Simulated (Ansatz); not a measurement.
```yaml
crystal:
  periodic: [false, false, false]
  atoms:
    - {symbol: Si, position_ang: [0.206216, 0.962981, -0.121275]}
    - {symbol: C, position_ang: [-0.179020, -0.854004, -0.432710]}
    - {symbol: S, position_ang: [-0.361122, -1.968048, 0.853718]}
    - {symbol: Se, position_ang: [-0.336704, -1.362087, -2.128775]}
    - {symbol: H, position_ang: [-0.864856, 1.786868, -0.726738]}
    - {symbol: H, position_ang: [0.264426, 1.220169, 1.346716]}
    - {symbol: H, position_ang: [1.520499, 1.276847, -0.728075]}
    - {symbol: H, position_ang: [-0.157238, -1.119627, 1.881339]}
basis:
  gaussian: {orbitals: def2-TZVPP}
magnetization: {spin_polarized: true, initial_magnetization: 4}
hamiltonian: {xc: {name: HSE06}}
output: {forces: true}
```

```sh
$ ansatz run in.yaml --threads 4 --pin off --events-out ev --progress --plain --max-ram 10444MiB
```

Output, abridged:

```
Functional definition: HSE06
1434 factors; their error is unknown
97 factors; integrals over basis functions are off by at most 9.5e-7 eV
mean field evaluation 1: about -85133.4909 eV, gradient 4.0e1 eV
mean field evaluation 2: about -85097.0384 eV, gradient 8.2e1 eV
mean field evaluation 4: about -85138.5283 eV, gradient 2.0e1 eV
mean field evaluation 8: about -85141.5483 eV, gradient 1.4e-1 eV
mean field evaluation 16: about -85141.9920 eV, gradient 6.6e-3 eV
mean field -85141.99202100 eV, -3128.9104954568 hartree, gradient 1.3e-5 eV, S^2 6.011459; 3 other end points of the search recorded, 0 dependent functions left out
reference -85141.99206443 eV, -3128.9104970529 hartree; 39, 35 occupied and 180, 184 virtual orbitals, 1434 factors
Total energy: -85141.99206443 eV, -3128.9104970529 hartree
Atom 0 at     0.206216     0.962981    -0.121275 Å, force     0.189334     0.859061    -0.155570 eV/Å
Atom 1 at    -0.179020    -0.854004    -0.432710 Å, force     0.471438     2.270311     0.832761 eV/Å
Atom 2 at    -0.361122    -1.968048     0.853718 Å, force    -0.958759    -4.714120    -0.071432 eV/Å
Atom 3 at    -0.336704    -1.362087    -2.128775 Å, force    -0.163855    -0.661694    -0.904427 eV/Å
Atom 4 at    -0.864856     1.786868    -0.726738 Å, force     0.006689     0.164201    -0.060999 eV/Å
Atom 5 at     0.264426     1.220169     1.346716 Å, force    -0.059198    -0.266401    -0.021535 eV/Å
Atom 6 at     1.520499     1.276847    -0.728075 Å, force     0.056344     0.163620    -0.057743 eV/Å
Atom 7 at    -0.157238    -1.119627     1.881339 Å, force     0.458006     2.185021     0.438945 eV/Å
Dipole moment:    -0.065133    -0.258420    -0.318365 e Å
```

**Question.** Something in this input is off. What?

**Answer.** The spin is set far too high for this molecule. The run converged. The result belongs to that input, not to the molecule as meant.

HSE06 is defined as in plane-wave codes.
